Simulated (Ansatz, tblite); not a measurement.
Cost and result up the ladder for `CCC(Cl)CC(Cl)CC(Cl)CC(Cl)CC(C)Cl` (38 atoms). Total charge 0; singlet. Geometry: r2SCAN-D4/def2-SVP.

```xyz
38

C     1.335    4.575    1.028
C    -0.013    3.879    1.159
C    -0.148    2.989    2.385
Cl    0.122    3.961    3.907
C    -1.510    2.306    2.528
C    -1.917    1.479    1.312
Cl   -3.577    0.794    1.625
C    -0.965    0.341    0.980
C    -1.280   -0.391   -0.314
Cl   -1.112    0.781   -1.708
C    -0.368   -1.585   -0.546
C    -0.645   -2.383   -1.810
Cl   -2.370   -2.971   -1.806
C     0.253   -3.602   -1.990
C     1.751   -3.329   -1.954
C     2.574   -4.558   -2.281
Cl    2.171   -1.996   -3.132
H     1.386    5.154    0.094
H     1.509    5.262    1.869
H     2.160    3.844    1.014
H    -0.177    3.238    0.273
H    -0.834    4.618    1.166
H     0.666    2.247    2.401
H    -2.275    3.080    2.698
H    -1.502    1.664    3.423
H    -2.051    2.119    0.429
H     0.064    0.739    0.915
H    -0.980   -0.390    1.809
H    -2.334   -0.703   -0.333
H    -0.452   -2.250    0.333
H     0.675   -1.223   -0.600
H    -0.569   -1.722   -2.685
H     0.031   -4.332   -1.190
H    -0.006   -4.088   -2.945
H     2.048   -2.926   -0.973
H     2.329   -4.934   -3.286
H     2.359   -5.355   -1.550
H     3.650   -4.333   -2.245
```

Ansatz on 2 threads of AMD EPYC 7R13 on a shared host and a share (18 GiB) of an NVIDIA H100 80GB HBM3; xTB runs through tblite on one thread. Times are rough, summed over both states, and most runs start from the orbitals of an earlier one. PBE0-D4/def2-TZVP serves as the yardstick here, not as an exact answer. The other state is a doublet.

The xTB rows come from tblite. HSE06 is defined as in plane-wave codes, on full-range PBE exchange. Single mean-field runs in def2-TZVP are fitted with def2-universal-jkfit. HOMO above LUMO, or a gap near zero within one spin, warns that the state may not be the lowest or that an electron is smeared out.

Raw xTB energies of ions are shifted by several eV.

```
                           level  functions  vertical IE (eV)  difference from PBE0-D4/def2-TZVP (eV)                                     remarks
 PBE0-D4/def2-TZVP (with forces)        683              9.59                                    0.00                                           –
                PBE-D4/def2-TZVP        683              8.73                                   -0.86  gap within one spin near zero (+1 doublet)
                        GFN2-xTB        114             12.93                                    3.34                                           –
                        GFN1-xTB        135             13.98                                    4.39                                           –
HSE06-D4/def2-TZVP (with forces)        683              9.48                                   -0.11  gap within one spin near zero (+1 doublet)
```

Q: Estimate how long each takes.

A: GFN2-xTB 0.24 s; GFN1-xTB 0.38 s; PBE-D4/def2-TZVP 15 s; PBE0-D4/def2-TZVP (with forces) 27 s; HSE06-D4/def2-TZVP (with forces) 28 s. On shared hardware such times vary by a factor of up to 3.
